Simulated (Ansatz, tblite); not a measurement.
Spin states of K2Se⁻, each relaxed with r2SCAN-D4/def2-TZVPD in Ansatz. Electronic energies in the gas phase.

The xTB rows come from tblite. Correlated methods freeze 19 core orbitals; core or outer-core shells of K, Se are correlated, in sets that lack core-valence functions. The structure comes from a short search, and lower isomers may exist.

Doublet geometry (C2v within 0.1 Å):

| atom | x (Å) | y (Å) | z (Å) |
| --- | --- | --- | --- |
| K1 | 1.101 | 0.305 | -2.073 |
| K2 | -0.236 | -1.201 | 2.027 |
| Se3 | -0.865 | 0.896 | 0.047 |

Quartet geometry (C2v within 0.1 Å):

```xyz
3

K    -0.769    2.152   -1.840
K     1.405   -2.302    1.155
Se   -0.637    0.150    0.685
```

⟨S²⟩: doublet 0.76 at PBE0-D4/def2-TZVPD (pure 0.75), quartet 3.75 at PBE0-D4/def2-TZVPD (pure 3.75).

Run but left out: HF/def2-TZVPPD, MP2/def2-TZVPPD, CCSD/def2-TZVPPD, CCSD(T)/def2-TZVPPD (flagged by the program: other roots).

Only these spin states were relaxed. The quartet has other bonds than the doublet, so the gap mixes isomer and spin.

```tsv
level	quartet − doublet (kcal/mol)	lowest of these	remarks
GFN1-xTB	108.1	doublet	–
BLYP-D4/def2-TZVPD	25.6	doublet	HOMO above zero (doublet), HOMO above zero (quartet)
r2SCAN-D4/def2-TZVPD	25.1	doublet	HOMO above zero (doublet), HOMO above zero (quartet)
r2SCAN0-D4/def2-TZVPD	21.3	doublet	HOMO above zero (doublet), HOMO above zero (quartet)
ωB97X-V/def2-TZVPD	18.5	doublet	–
RPA@PBE/def2-TZVPD	16.0	doublet	–
```

Question: Estimate the rows for GFN2-xTB, PBE-D4/def2-TZVPD, PBE0-D4/def2-TZVPD, ωB97M-V/def2-TZVPD, B2PLYP/def2-TZVPD, MP2/def2-TZVPD.

Answer: 
| level | quartet − doublet (kcal/mol) | lowest of these | remarks |
| --- | --- | --- | --- |
| GFN2-xTB | 95.2 | doublet | – |
| PBE-D4/def2-TZVPD | 26.3 | doublet | HOMO above zero (doublet), HOMO above zero (quartet) |
| PBE0-D4/def2-TZVPD | 21.3 | doublet | HOMO above zero (doublet), HOMO above zero (quartet) |
| ωB97M-V/def2-TZVPD | 23.1 | doublet | – |
| B2PLYP/def2-TZVPD | 21.7 | doublet | – |
| MP2/def2-TZVPD | 20.4 | doublet | – |

The xTB methods have no term that favours high spin, so they put low spin too low.
